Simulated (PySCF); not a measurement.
Ranking problems on computed properties.

Each SMILES stands for a single optimised conformer of the isolated species, non-relativistic unless stated; the electronic structure was computed with PySCF and density fitting.

The conformers computed, where there is a choice (atom-mapped SMILES and torsion angles):
- `[CH3:1][c:2]1[cH:3][cH:4][c:5]([C:6](=[O:7])[Cl:8])[cH:9][c:10]1[Cl:11]`: C4–C5–C6–O7 0°
- `[CH2:1]=[CH:2]/[CH:3]=[C:4](/[CH:5]=[CH2:6])[CH2:7][CH2:8][CH3:9]`: C1–C2–C3–C4 -179°, C3–C4–C5–C6 -177°, C3–C4–C7–C8 92°, C4–C7–C8–C9 179°
- `[CH2:1]=[CH:2][CH2:3][C:4]1=[CH:5][C@@H:6]2[CH:7]=[CH:8][C@H:9]1[O:10]2`: C1–C2–C3–C4 120°, C2–C3–C4–C5 112°
- `[F:1][c:2]1[cH:3][cH:4][cH:5][c:6]([CH:7]2[CH2:8][CH2:9]2)[p:10]1`: C5–C6–C7–C8 -145°
- `[CH3:1][N:2]([CH3:3])[c:4]1[s:5][n:6][n:7][c:8]1[C:9]([F:10])([F:11])[F:12]`: C1–N2–C4–S5 177°, N7–C8–C9–F10 7°
- `[CH3:1][C:2]#[C:3][P:4]([CH3:5])[CH2:6][CH:7]([CH3:8])[CH3:9]`: C3–P4–C6–C7 78°, P4–C6–C7–C8 -170°
- `[CH3:1][C:2]#[C:3][PH:4][CH2:5][C:6]([CH3:7])([CH3:8])[CH3:9]`: C3–P4–C5–C6 -178°, P4–C5–C6–C7 -56°
- `[CH3:1][CH2:2][c:3]1[cH:4][cH:5][cH:6][c:7]([CH:8]=[O:9])[cH:10]1`: C1–C2–C3–C4 -91°, C6–C7–C8–O9 180°
- `[CH2:1]=[CH:2][P:3]([CH:4]=[CH2:5])[C:6]([CH3:7])([CH3:8])[CH3:9]`: C1–C2–P3–C4 38°, C2–P3–C4–C5 -154°, C2–P3–C6–C7 71°
- `[F:1][c:2]1[cH:3][cH:4][cH:5][cH:6][c:7]1[P:8]1[CH2:9][CH2:10]1`: C6–C7–P8–C9 -114°

The conformers of `C=CP1(=C)CCCCC1` aren't listed.

Question: Rank by smallest rotational constant, highest first (GFN2-xTB).
A. `FC1=PC(C2CC2)=CC=C1`
B. `CN(C)c1snnc1C(F)(F)F`
C. `C=CCC1=C[C@@H]2C=C[C@H]1O2`
D. `C=C/C=C(/C=C)CCC`
E. `Cc1ccc(C(=O)Cl)cc1Cl`

Answer: C (0.912 GHz), D (0.708 GHz), A (0.644 GHz), B (0.503 GHz), E (0.380 GHz).

Question: Rank by HOMO–LUMO gap, highest first (PBE0/pcSseg-1 at GFN2-xTB geometries).
A. `C=CP1(=C)CCCCC1`
B. `CC#CP(C)CC(C)C`
C. `C(#CC)PCC(C)(C)C`
D. `C=C/C=C(/C=C)CCC`
E. `C=CCC1=C[C@H]2O[C@@H]1C=C2`

Answer: C (6.95 eV), B (6.81 eV), E (5.54 eV), D (4.75 eV), A (4.56 eV).

Q: By how much do the two ends of that ranking differ?

A: By 2.39 eV, between `CC#CPCC(C)(C)C` and `C=CP1(=C)CCCCC1`.

Question: Rank by HOMO energy, lowest first (PBE0/pcSseg-1 at GFN2-xTB geometries).
A. `CC#CPCC(C)(C)C`
B. `O=Cc1cccc(c1)CC`
C. `C(/C=C(\CCC)C=C)=C`
D. `C=CP1(=C)CCCCC1`
E. `CN(C)c1snnc1C(F)(F)F`
F. `O=C(c1cc(c(cc1)C)Cl)Cl`
G. `C=CCC1=C[C@@H]2C=C[C@H]1O2`
H. `Fc1cccc(C2CC2)p1`

Answer: F (-7.69 eV), B (-7.48 eV), H (-6.96 eV), E (-6.80 eV), A (-6.53 eV), G (-6.30 eV), C (-6.12 eV), D (-5.09 eV).

Question: Rank by dipole moment, highest first (PBE0/pcSseg-1 at GFN2-xTB geometries).
A. `CN(C)c1snnc1C(F)(F)F`
B. `C=CP(C=C)C(C)(C)C`
C. `CC#CPCC(C)(C)C`
D. `C=C/C=C(/C=C)CCC`
E. `Cc1ccc(C(=O)Cl)cc1Cl`
F. `Fc1ccccc1P1CC1`
G. `C=CCC1=C[C@@H]2C=C[C@H]1O2`

Answer: A (6.86 D), E (3.96 D), F (2.15 D), G (1.93 D), C (1.47 D), B (1.21 D), D (0.39 D).

Q: Give the two extremes of that set in atomic units.

A: `C=C/C=C(/C=C)CCC`: 0.15 au; `CN(C)c1snnc1C(F)(F)F`: 2.70 au.
